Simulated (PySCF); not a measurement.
## How methods differ on the excitation energy of Ga

Ga [Ar] 3d10 4s2 4p1 (2P) → Ga [Ar] 3d10 4s2 4d1 (2D), as a difference of total energies. All numbers are calculated (PySCF 2.14, scalar relativity through the core potential, in aug-cc-pVTZ-PP with one added diffuse shell each of s, d, f type with ECP10MDF (7s5p5d3f, 68 functions)). Correlated levels: valence: 3s2 3p6 3d10 frozen. The calculations carry no spin-orbit coupling.

```
           method  excitation energy (eV)
              UHF                   3.997
    MP2 (valence)                   4.135
SCS-MP2 (valence)                   4.128
   CCSD (valence)                   4.134
CCSD(T) (valence)                   4.137
```

Question: How much does correlation contribute at CCSD(T) (valence)?

Answer: 4.137 − (3.997) = 0.140 eV, measured against UHF.

Errors of the correlated levels include the incompleteness of this basis and the frozen core.

The coupled-cluster amplitudes are large for the upper state (T1 above 0.03 or a double amplitude above 0.15), so a single reference is strained.

For comparison: 4.245 eV (measured; NIST levels, between the centres of gravity of the two terms).
